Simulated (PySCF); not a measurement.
## Four-centre ligand exchange

Start structure (BH3OF2, singlet), relaxed at PBE0-D4/def2-TZVP:

```xyz
7
angstrom
B -0.5747 -0.5168 -0.2912
H -0.1675 -1.2323 -1.1606
F -0.8113 -1.0684 0.9257
F -1.4233 0.4835 -0.6392
H 0.6274 1.3835 -0.0181
O 0.8796 0.4597 0.1076
H 1.0417 0.3324 1.0511
```

The step: BHF₂ ([F][BH][F]) + H₂O → BHOF₂ ([OH][B]([F])[F]) + H₂; bonds formed: H2–H5; dative contacts that become bonds: B1–O6; bonds broken: B1–H2, H5–O6. PySCF 2.14 with density fitting (its default auxiliary sets; JK sets also for MP2 and CCSD(T)); basis: def2-TZVPP and def2-QZVPP; cores frozen in the correlated methods. Extrapolation: Hartree–Fock as exp(−7.88 √X), correlation as X^−2.97. Energies below are by CCSD(T) at an estimated basis limit (MP2 extrapolated from triple and quadruple zeta, plus CCSD(T) − MP2 in triple zeta).

**Question.** What are the electronic barrier and the energy of the step, from the start structure to the end structure? (To be estimated.)

**Answer.** By the calculation: Barrier 30.18 kcal/mol; step energy -18.66 kcal/mol (downhill); reverse barrier, their difference, 48.84 kcal/mol. Barrier and step energy count from the start structure, the reverse barrier from the end structure.

The saddle point: One imaginary mode of 1425i cm⁻¹.
```json
{"pair": "B1–O6", "start (Å)": "1.80", "saddle (Å)": "1.54", "end (Å)": "1.35"}
{"pair": "H2–H5", "start (Å)": "2.96", "saddle (Å)": "1.06", "end (Å)": "0.75"}
{"pair": "B1–H2", "start (Å)": "1.20", "saddle (Å)": "1.38", "end (Å)": "2.96"}
{"pair": "H5–O6", "start (Å)": "0.97", "saddle (Å)": "1.23", "end (Å)": "3.20"}
```

Zero-point energy (harmonic, PBE0-D4): ZPE is 27.63 kcal/mol at the start and 25.13 kcal/mol at the saddle, so the barrier goes from 30.18 to 27.68 kcal/mol.

The T1 diagnostic stays at or below 0.013.

The step is the kind of ligand exchange by which a precursor binds to a hydroxyl group, or is hydrolysed, in atomic layer deposition of oxides.

Labels in which every atom is bracketed show which atoms are joined, not bond orders.

For scale, one of the runs: CCSD(T)/def2-TZVPP, 166 basis functions, launched by `OMP_NUM_THREADS=4 python run.py`. The run took 3.5 min on 4 CPU threads of an Arm Neoverse V1 (shared host), with 1.8 GiB of host memory at its peak.
